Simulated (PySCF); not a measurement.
Structure from NMR data

Molecular formula: C$_{6}$H$_{11}$N$_{3}$. Simulated spectra:

¹H NMR (400 MHz, computed): δ 7.20 (s, 1H), 4.48 (sept, 1H), 2.29 (s, 3H), 1.42 (d, 6H).

¹³C{¹H} NMR (computed): δ 142.2, 134.9, 59.6, 24.2 (2C), 12.3.

PySCF calculation with PBE/pcSseg-1 with gauge-including orbitals and structure optimised with PBE0-D3(BJ)/def2-SVP; non-relativistic, no solvent, one conformer, one averaged value for each set of equivalent atoms.

References, each an isolated molecule treated in the same way: TMS for ¹H, ¹³C.

**Question.** What is the structure?

**Answer.** 
- The formula gives 3 degrees of unsaturation (1 ring in the answer).
- 5 carbon signals for 6 carbons: some carbons are equivalent by symmetry or fast rotation.
- Carbon types of the structure: 1 × C, 2 × CH, 3 × CH3, which accounts for all hydrogens.
- δC 142.2: substituted aromatic carbon next to a ring nitrogen.
- δC 134.9: aromatic CH next to a ring nitrogen.
- δC 59.6: sp3 CH bonded to N; the inductive effect lowers its shielding.
- δC 24.2: methyl carbon; aliphatic region, no heteroatom directly attached.
- δC 12.3: methyl carbon on an aromatic ring; aliphatic region, no heteroatom directly attached.
- δH 4.48: hydrogen on an sp3 CH bonded to N; its carbon carries N, which withdraws density.
- δH 2.29: hydrogen on a methyl carbon on an aromatic ring; benzylic-type position, deshielded by the ring.

These data were computed for `Cc1cnn(C(C)C)n1`.

This is the structure that produced the data.

Shifts are as computed. Against solution values, carbons near 30 ppm lie about +2 ppm off and those near 130 ppm about +2 ppm. Of 1211 compounds with measured shifts, 218 miss one by over three times the rms of a fit or turn the order of signals round; such compounds aren't used in these exercises. No couplings were computed; multiplicities are counted from neighbouring protons, with m where these are inequivalent, close in shift, in a saturated or five-membered ring or joined by F or P, and br s for small geminal =CH2 splittings.
